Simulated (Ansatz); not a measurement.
Ansatz (a program for electronic structure) input for C₃H₃NO₃S, SMILES N#C/C=C/S(=O)(=O)O, PBE-D3(BJ)/def2-SVP. 

Ansatz 0.2 input:
```yaml
crystal:
  periodic: [false, false, false]
  atoms:
    - {symbol: N, position_ang: [3.80104170, 1.06309865, -0.63821721]}
    - {symbol: C, position_ang: [2.65441518, 0.95853901, -0.50452379]}
    - {symbol: C, position_ang: [1.24325877, 0.84815286, -0.34115262]}
    - {symbol: C, position_ang: [0.63909780, -0.30610304, -0.04225231]}
    - {symbol: S, position_ang: [-1.11923865, -0.34883969, 0.08737302]}
    - {symbol: O, position_ang: [-1.59590245, -1.49262055, -0.66559055]}
    - {symbol: O, position_ang: [-1.62956588, 0.98665741, -0.10772575]}
    - {symbol: O, position_ang: [-1.28548655, -0.71092969, 1.65555289]}
    - {symbol: H, position_ang: [0.64022836, 1.75563133, -0.46531481]}
    - {symbol: H, position_ang: [1.14736541, -1.26387900, 0.09374514]}
    - {symbol: H, position_ang: [-1.62005902, -1.62039805, 1.71080121]}
basis:
  gaussian:
    orbitals: def2-SVP
hamiltonian:
  xc: pbe
  dispersion: d3bj
relax: {f_tol: 0.002, max_steps: 200}
```

It prints:

```
WARN ansatz: RAYON_NUM_THREADS=1 ignored (pool sized by the plan → 1); use --threads N
Functional definition: PBE
integrals: 0.08 GiB planned
1454 factors; their error is unknown
mean field: 0.41 GiB planned
mean field evaluation 1: about -21577.5007 eV, gradient 9.7e1 eV
mean field evaluation 2: about -21517.8819 eV, gradient 2.0e2 eV
mean field evaluation 4: about -21593.8853 eV, gradient 2.3e1 eV
mean field evaluation 8: about -21595.1010 eV, gradient 5.2e-1 eV
mean field evaluation 16: about -21595.0315 eV, gradient 9.9e-4 eV
mean field -21595.03146792 eV, -793.6027688079 hartree, gradient 4.3e-5 eV, S^2 0.000000; 0 other end points of the search recorded, 0 dependent functions left out
the calculation of the forces begins
reference -21595.03149546 eV, -793.6027698201 hartree; 34, 34 occupied and 97, 97 virtual orbitals, 1454 factors
relax step   1: F+E_penalty+E_count = -21595.33206950 eV  Δ(F+E_penalty+E_count) = +0.000e0 eV  max|allowed force component| = 1.775e0 eV/Å  Δτ_max = 0.0000 Å  (33 SCF iters, accepted)
these checks for a lower state are left out or cut short: starts, cluster_reference, orbital_swaps, neighbouring_geometries, increment
integrals: 0.08 GiB planned
1454 factors; their error is unknown
mean field: 0.41 GiB planned
mean field -21595.09295043 eV, -793.6050282487 hartree, gradient 1.7e-5 eV, S^2 0.000000; 0 other end points of the search recorded, 0 dependent functions left out
the calculation of the forces begins
reference -21595.09297812 eV, -793.6050292662 hartree; 34, 34 occupied and 97, 97 virtual orbitals, 1454 factors
relax step   2: F+E_penalty+E_count = -21595.39185445 eV  Δ(F+E_penalty+E_count) = -5.978e-2 eV  max|allowed force component| = 6.999e-1 eV/Å  Δτ_max = 0.0270 Å  (36 SCF iters, accepted)
these checks for a lower state are left out or cut short: starts, cluster_reference, orbital_swaps, neighbouring_geometries, increment
integrals: 0.08 GiB planned
1454 factors; their error is unknown
mean field: 0.41 GiB planned
mean field evaluation 32: about -21595.1125 eV, gradient 1.9e-1 eV
mean field -21595.11255158 eV, -793.6057485774 hartree, gradient 1.7e-5 eV, S^2 0.000000; 0 other end points of the search recorded, 0 dependent functions left out
the calculation of the forces begins
reference -21595.11257938 eV, -793.6057495992 hartree; 34, 34 occupied and 97, 97 virtual orbitals, 1454 factors
relax step   3: F+E_penalty+E_count = -21595.41042239 eV  Δ(F+E_penalty+E_count) = -1.857e-2 eV  max|allowed force component| = 2.227e-1 eV/Å  Δτ_max = 0.0176 Å  (36 SCF iters, accepted)
these checks for a lower state are left out or cut short: starts, cluster_reference, orbital_swaps, neighbouring_geometries, increment
integrals: 0.08 GiB planned
1454 factors; their error is unknown
mean field: 0.41 GiB planned
mean field -21595.10836225 eV, -793.6055946225 hartree, gradient 1.8e-5 eV, S^2 0.000000; 0 other end points of the search recorded, 0 dependent functions left out
the calculation of the forces begins
reference -21595.10839004 eV, -793.6055956438 hartree; 34, 34 occupied and 97, 97 virtual orbitals, 1454 factors
relax step   4: F+E_penalty+E_count = -21595.40622838 eV  Δ(F+E_penalty+E_count) = +4.194e-3 eV  max|allowed force component| = 5.137e-1 eV/Å  Δτ_max = 0.0231 Å  (35 SCF iters, rejected (line search))
these checks for a lower state are left out or cut short: starts, cluster_reference, orbital_swaps, neighbouring_geometries, increment
integrals: 0.08 GiB planned
1454 factors; their error is unknown
mean field: 0.41 GiB planned
mean field -21595.11407282 eV, -793.6058044820 hartree, gradient 1.8e-5 eV, S^2 0.000000; 0 other end points of the search recorded, 0 dependent functions left out
the calculation of the forces begins
reference -21595.11410063 eV, -793.6058055042 hartree; 34, 34 occupied and 97, 97 virtual orbitals, 1454 factors
relax step   5: F+E_penalty+E_count = -21595.41188680 eV  Δ(F+E_penalty+E_count) = -1.464e-3 eV  max|allowed force component| = 6.336e-2 eV/Å  Δτ_max = 0.0111 Å  (34 SCF iters, accepted)
these checks for a lower state are left out or cut short: starts, cluster_reference, orbital_swaps, neighbouring_geometries, increment
integrals: 0.08 GiB planned
1454 factors; their error is unknown
mean field: 0.41 GiB planned
mean field -21595.11424032 eV, -793.6058106377 hartree, gradient 1.7e-5 eV, S^2 0.000000; 0 other end points of the search recorded, 0 dependent functions left out
the calculation of the forces begins
reference -21595.11426814 eV, -793.6058116599 hartree; 34, 34 occupied and 97, 97 virtual orbitals, 1454 factors
relax step   6: F+E_penalty+E_count = -21595.41214938 eV  Δ(F+E_penalty+E_count) = -2.626e-4 eV  max|allowed force component| = 6.352e-2 eV/Å  Δτ_max = 0.0108 Å  (36 SCF iters, accepted)
these checks for a lower state are left out or cut short: starts, cluster_reference, orbital_swaps, neighbouring_geometries, increment
integrals: 0.08 GiB planned
1454 factors; their error is unknown
mean field: 0.41 GiB planned
mean field evaluation 64: about -21595.1144 eV, gradient 1.8e-5 eV
mean field -21595.11439699 eV, -793.6058163952 hartree, gradient 1.8e-5 eV, S^2 0.000000; 0 other end points of the search recorded, 0 dependent functions left out
the calculation of the forces begins
reference -21595.11442480 eV, -793.6058174171 hartree; 34, 34 occupied and 97, 97 virtual orbitals, 1454 factors
relax step   7: F+E_penalty+E_count = -21595.41233112 eV  Δ(F+E_penalty+E_count) = -1.817e-4 eV  max|allowed force component| = 6.600e-3 eV/Å  Δτ_max = 0.0034 Å  (37 SCF iters, accepted)
these checks for a lower state are left out or cut short: starts, cluster_reference, orbital_swaps, neighbouring_geometries, increment
integrals: 0.08 GiB planned
1454 factors; their error is unknown
mean field: 0.41 GiB planned
mean field -21595.11441129 eV, -793.6058169207 hartree, gradient 8.0e-6 eV, S^2 0.000000; 0 other end points of the search recorded, 0 dependent functions left out
the calculation of the forces begins
reference -21595.11443910 eV, -793.6058179425 hartree; 34, 34 occupied and 97, 97 virtual orbitals, 1454 factors
relax step   8: F+E_penalty+E_count = -21595.41234937 eV  Δ(F+E_penalty+E_count) = -1.826e-5 eV  max|allowed force component| = 3.004e-3 eV/Å  Δτ_max = 0.0013 Å  (27 SCF iters, accepted)
these checks for a lower state are left out or cut short: starts, cluster_reference, orbital_swaps, neighbouring_geometries, increment
integrals: 0.08 GiB planned
1454 factors; their error is unknown
mean field: 0.41 GiB planned
mean field -21595.11441609 eV, -793.6058170971 hartree, gradient 2.7e-5 eV, S^2 0.000000; 0 other end points of the search recorded, 0 dependent functions left out
the calculation of the forces begins
reference -21595.11444389 eV, -793.6058181188 hartree; 34, 34 occupied and 97, 97 virtual orbitals, 1454 factors
relax step   9: F+E_penalty+E_count = -21595.41235727 eV  Δ(F+E_penalty+E_count) = -7.898e-6 eV  max|allowed force component| = 3.127e-3 eV/Å  Δτ_max = 0.0014 Å  (26 SCF iters, accepted)
these checks for a lower state are left out or cut short: starts, cluster_reference, orbital_swaps, neighbouring_geometries, increment
integrals: 0.08 GiB planned
1454 factors; their error is unknown
mean field: 0.41 GiB planned
mean field -21595.11441340 eV, -793.6058169980 hartree, gradient 8.6e-5 eV, S^2 0.000000; 0 other end points of the search recorded, 0 dependent functions left out
the calculation of the forces begins
reference -21595.11444120 eV, -793.6058180197 hartree; 34, 34 occupied and 97, 97 virtual orbitals, 1454 factors
relax step  10: F+E_penalty+E_count = -21595.41236084 eV  Δ(F+E_penalty+E_count) = -3.563e-6 eV  max|allowed force component| = 8.275e-3 eV/Å  Δτ_max = 0.0011 Å  (23 SCF iters, accepted)
these checks for a lower state are left out or cut short: starts, cluster_reference, orbital_swaps, neighbouring_geometries, increment
integrals: 0.08 GiB planned
1454 factors; their error is unknown
mean field: 0.41 GiB planned
mean field -21595.11442034 eV, -793.6058172531 hartree, gradient 1.2e-5 eV, S^2 0.000000; 0 other end points of the search recorded, 0 dependent functions left out
the calculation of the forces begins
reference -21595.11444813 eV, -793.6058182745 hartree; 34, 34 occupied and 97, 97 virtual orbitals, 1454 factors
relax step  11: F+E_penalty+E_count = -21595.41237234 eV  Δ(F+E_penalty+E_count) = -1.150e-5 eV  max|allowed force component| = 1.113e-2 eV/Å  Δτ_max = 0.0037 Å  (27 SCF iters, accepted)
these checks for a lower state are left out or cut short: starts, cluster_reference, orbital_swaps, neighbouring_geometries, increment
integrals: 0.08 GiB planned
1454 factors; their error is unknown
mean field: 0.41 GiB planned
mean field -21595.11442032 eV, -793.6058172524 hartree, gradient 1.8e-5 eV, S^2 0.000000; 0 other end points of the search recorded, 0 dependent functions left out
the calculation of the forces begins
reference -21595.11444811 eV, -793.6058182736 hartree; 34, 34 occupied and 97, 97 virtual orbitals, 1454 factors
relax step  12: F+E_penalty+E_count = -21595.41237835 eV  Δ(F+E_penalty+E_count) = -6.017e-6 eV  max|allowed force component| = 8.082e-3 eV/Å  Δτ_max = 0.0065 Å  (36 SCF iters, accepted)
these checks for a lower state are left out or cut short: starts, cluster_reference, orbital_swaps, neighbouring_geometries, increment
integrals: 0.08 GiB planned
1454 factors; their error is unknown
mean field: 0.41 GiB planned
mean field evaluation 96: about -21595.1144 eV, gradient 2.4e-4 eV
mean field -21595.11439873 eV, -793.6058164592 hartree, gradient 2.4e-5 eV, S^2 0.000000; 0 other end points of the search recorded, 0 dependent functions left out
the calculation of the forces begins
reference -21595.11442652 eV, -793.6058174802 hartree; 34, 34 occupied and 97, 97 virtual orbitals, 1454 factors
relax step  13: F+E_penalty+E_count = -21595.41235851 eV  Δ(F+E_penalty+E_count) = +1.984e-5 eV  max|allowed force component| = 1.687e-2 eV/Å  Δτ_max = 0.0039 Å  (27 SCF iters, rejected (line search))
these checks for a lower state are left out or cut short: starts, cluster_reference, orbital_swaps, neighbouring_geometries, increment
integrals: 0.08 GiB planned
1454 factors; their error is unknown
mean field: 0.41 GiB planned
mean field -21595.11442048 eV, -793.6058172585 hartree, gradient 9.3e-6 eV, S^2 0.000000; 0 other end points of the search recorded, 0 dependent functions left out
the calculation of the forces begins
reference -21595.11444827 eV, -793.6058182795 hartree; 34, 34 occupied and 97, 97 virtual orbitals, 1454 factors
relax step  14: F+E_penalty+E_count = -21595.41238420 eV  Δ(F+E_penalty+E_count) = -5.849e-6 eV  max|allowed force component| = 3.884e-3 eV/Å  Δτ_max = 0.0020 Å  (26 SCF iters, accepted)
these checks for a lower state are left out or cut short: starts, cluster_reference, orbital_swaps, neighbouring_geometries, increment
integrals: 0.08 GiB planned
1454 factors; their error is unknown
mean field: 0.41 GiB planned
mean field -21595.11442277 eV, -793.6058173425 hartree, gradient 4.4e-5 eV, S^2 0.000000; 0 other end points of the search recorded, 0 dependent functions left out
the calculation of the forces begins
reference -21595.11445055 eV, -793.6058183635 hartree; 34, 34 occupied and 97, 97 virtual orbitals, 1454 factors
relax step  15: F+E_penalty+E_count = -21595.41238511 eV  Δ(F+E_penalty+E_count) = -9.088e-7 eV  max|allowed force component| = 1.643e-3 eV/Å  Δτ_max = 0.0005 Å  (23 SCF iters, accepted)
integrals: 0.08 GiB planned
1454 factors; their error is unknown
mean field: 0.41 GiB planned
mean field evaluation 128: about -21595.1144 eV, gradient 3.3e-4 eV
mean field -21595.11442277 eV, -793.6058173425 hartree, gradient 4.4e-5 eV, S^2 0.000000; 1 other end points of the search recorded, 0 dependent functions left out
the calculation of the forces begins
reference -21595.11445055 eV, -793.6058183635 hartree; 34, 34 occupied and 97, 97 virtual orbitals, 1454 factors
Total energy: -21595.41241289 eV, -793.6167682776 hartree
Atom 0 at     3.831066     1.074700    -0.643859 Å, force     0.000040    -0.000138     0.000156 eV/Å
Atom 1 at     2.669663     0.964162    -0.508374 Å, force     0.000121     0.000188    -0.000158 eV/Å
Atom 2 at     1.258226     0.852609    -0.345728 Å, force    -0.000178     0.000234     0.000119 eV/Å
Atom 3 at     0.640949    -0.308411    -0.039383 Å, force    -0.000342    -0.000227    -0.000242 eV/Å
Atom 4 at    -1.136384    -0.345597     0.080430 Å, force     0.000347    -0.000774    -0.001643 eV/Å
Atom 5 at    -1.611511    -1.511464    -0.683843 Å, force    -0.000024     0.000458     0.000962 eV/Å
Atom 6 at    -1.653195     1.011393    -0.111467 Å, force     0.000048    -0.000236     0.000532 eV/Å
Atom 7 at    -1.305539    -0.711334     1.687628 Å, force    -0.000340    -0.000187     0.000405 eV/Å
Atom 8 at     0.648019     1.765260    -0.473894 Å, force     0.000133     0.000141     0.000072 eV/Å
Atom 9 at     1.143652    -1.277001     0.103137 Å, force     0.000094     0.000053     0.000044 eV/Å
Atom 10 at    -1.609792    -1.645007     1.718048 Å, force     0.000102     0.000486    -0.000247 eV/Å
Dipole moment:    -0.162848    -0.391364     0.337819 e Å
```

The run converged.

Cost: roughly 70 core-seconds.
